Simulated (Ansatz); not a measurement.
Consider the atomization: `C[CH2][ZnH]` → 2 C• + 6 H• + Zn (atom).

Program: Ansatz. Geometries: PBE0-D4/def2-TZVP. ΔE: electronic, gas phase. CCSD(T)/CBS adds triple-zeta CCSD(T) − MP2 to the extrapolated MP2 energy (def2 sets, frozen cores). This one scheme is used for every species, atoms too. DFT in def2-TZVPP. Open shells (•) are unrestricted, without spin–orbit coupling. Spin–orbit coupling would lower the free atoms: a little for C. Bonds to Zn are less sure, by a few kJ/mol each and by 10 to 20 or more in all where they break to atoms, as the def2 sets lack core-valence functions. Scalar relativity is left out up to krypton.

`C[CH2][ZnH]`:

Cartesian coordinates in Å:
```
C -0.934 -0.652 0.035
C -0.089 0.620 0.104
Zn 1.827 0.376 -0.202
H -0.865 -1.137 -0.942
H -1.995 -0.447 0.215
H -0.622 -1.391 0.779
H -0.212 1.099 1.082
H -0.453 1.352 -0.626
H 3.342 0.182 -0.445
```

**Question.** What is ΔE at CCSD(T)/CBS? (Best estimate.)

**Answer.** Ansatz gave: +2911.9 kJ/mol.

**Question.** What do these levels give: r2SCAN-D4, PBE0-D4, r2SCAN0-D4, CAM-B3LYP-D4, B2PLYP, PBE, PBE0, BHLYP, MP2/def2-SVP, HF/def2-TZVPP, SCS-MP2/def2-QZVPP, HF/CBS(def2)? (Estimate.)

**Answer.** The calculation gave: r2SCAN-D4 2933.7, PBE0-D4 2924.7, r2SCAN0-D4 2909.6, CAM-B3LYP-D4 2929.8, B2PLYP 2884.1, PBE 2934.1, PBE0 2914.0, BHLYP 2838.5, MP2/def2-SVP 2808.6, HF/def2-TZVPP 2194.0, SCS-MP2/def2-QZVPP 2911.6, HF/CBS(def2) 2199.1 kJ/mol.

Largest T1 diagnostic among the species: 0.017.

From BLYP to BHLYP (50 % exact exchange), in def2-TZVPP and without D4, ΔE moves by −14.0 kJ/mol: exact exchange takes away binding that semilocal exchange gives to molecules. At CCSD(T), def2-SVP lies −117.0 kJ/mol from the extrapolated value and def2-TZVPP −55.4 kJ/mol: correlation converges slowly with the basis, and small sets miss more of it in the bonded molecule than in its fragments.

For atomizations the MP2-based limit and the directly extrapolated one differ by several kJ/mol either way, and by 10 to 25 for some Ge, Se and Sn compounds, so smaller differences from it don't rank the levels.
